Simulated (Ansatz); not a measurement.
C3H6Si, SMILES `C=C[SiH]=C` (C–C–Si–C torsion 14°) (charge 0, multiplicity 1).

Calculation: LDA/cc-pVTZ // B3LYP-D3(BJ)/def2-TZVP (Ansatz, a first-principles code).

Ansatz 0.2 input:
```yaml
crystal:
  periodic: [false, false, false]
  atoms:
    - { symbol: C, position_ang: [-1.718952, -0.279312, -0.488802] }
    - { symbol: C, position_ang: [-1.005641, 0.685702, 0.094466] }
    - { symbol: Si, position_ang: [0.823802, 0.639677, 0.331824] }
    - { symbol: C, position_ang: [1.799966, -0.745363, 0.162672] }
    - { symbol: H, position_ang: [-1.254734, -1.175523, -0.884766] }
    - { symbol: H, position_ang: [-2.79595, -0.21221, -0.595792] }
    - { symbol: H, position_ang: [-1.533217, 1.565203, 0.456279] }
    - { symbol: H, position_ang: [1.403934, 1.943293, 0.704431] }
    - { symbol: H, position_ang: [2.87255, -0.696697, 0.298857] }
    - { symbol: H, position_ang: [1.408243, -1.72477, -0.07917] }
basis:
  gaussian: { orbitals: cc-pVTZ }
hamiltonian:
  xc: lda
```

Output:

```
Functional definition: SPW92
1127 factors; their error is unknown
mean field evaluation 1: about -11003.7054 eV, gradient 9.1e1 eV
mean field evaluation 2: about -10957.7652 eV, gradient 1.4e2 eV
mean field evaluation 4: about -11020.0100 eV, gradient 3.4e1 eV
mean field evaluation 8: about -11023.7223 eV, gradient 2.4e-1 eV
mean field evaluation 16: about -11023.6891 eV, gradient 8.8e-4 eV
mean field -11023.68911623 eV, -405.1131028967 hartree, gradient 5.9e-5 eV, S^2 0.000000; 0 other end points of the search recorded, 0 dependent functions left out
reference -11023.68915185 eV, -405.1131042057 hartree; 19, 19 occupied and 189, 189 virtual orbitals, 1127 factors
Total energy: -11023.68915185 eV, -405.1131042057 hartree
```
